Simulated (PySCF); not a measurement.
# C₆ coefficients of unlike pairs at wB97M-V

Calculated with PySCF 2.14 from the dipole response of each species, C₆(A,B) = (3/π) ∫ α_A(iu) α_B(iu) du, in atomic units, from isotropic polarisabilities. For ions this is the dispersion term alone; charge-induced terms of lower order in 1/R come first.

| species | configuration | basis | relativity | α (bohr³) | C₆ (like pair) |
| --- | --- | --- | --- | --- | --- |
| Xe(3+) | [Kr] 4d10 5s2 5p3 (4S) | aug-cc-pVTZ-PP with ECP28MDF (6s5p4d2f) | core potential | 9.373 | 52.24 |
| B(2+) | [He] 2s1 (2S) | dyall-av3z (15s9p3d2f) | none | 6.456 | 7.906 |
| C | [He] 2s2 2p2 (3P) | aug-cc-pVTZ (5s4p3d2f) | none | 12.58 | 50.44 |
| Cd | [Kr] 4d10 5s2 (1S) | aug-cc-pVTZ-PP with ECP28MDF (6s6p5d3f2g) | core potential | 53.23 | 482.1 |

**Question.** Estimate C₆ for Cd with C.

**Answer.** The integral gives 151.0. The combination rule 2 C_A C_B / (C_A α_B/α_A + C_B α_A/α_B) gives 148.6 and the geometric mean 155.9.

No spin-orbit coupling is included.

The other pairs:

| pair | C₆ |
| --- | --- |
| Cd, B(2+) | 61.54 |
| C, Xe(3+) | 49.39 |
| B(2+), Xe(3+) | 17.81 |
| C, B(2+) | 19.37 |
| Cd, Xe(3+) | 140.7 |
